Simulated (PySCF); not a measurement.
B(OH)2(OEt) (C₂H₇BO₃), SMILES CCOB(O)O.

Coordinates come from a PBE0-D3(BJ)/def2-SVP optimisation. One conformer was computed; it need not be the lowest.

All values below come from PBE/def2-TZVP run with PySCF.

The molecule is in vacuum.

Computed frontier levels, gap, dipole moment and polarisability:
```
Item                                                                                                             Result
---------------------------------------------------------------------------------------------  ------------------------
highest occupied level                                                                                         -6.65 eV
lowest empty level                                                                                             -0.64 eV
orbital gap                                                                                                     6.01 eV
dipole moment                                                                                                    2.64 D
quadrupole, principal values (traceless, Buckingham form, about the centre of nuclear charge)  -10.75, -4.16, 14.91 D·Å
mean static polarisability                                                                         51.6 bohr³ (7.65 Å³)
polarisability, principal values                                                                 44.0, 48.6, 62.3 bohr³
```
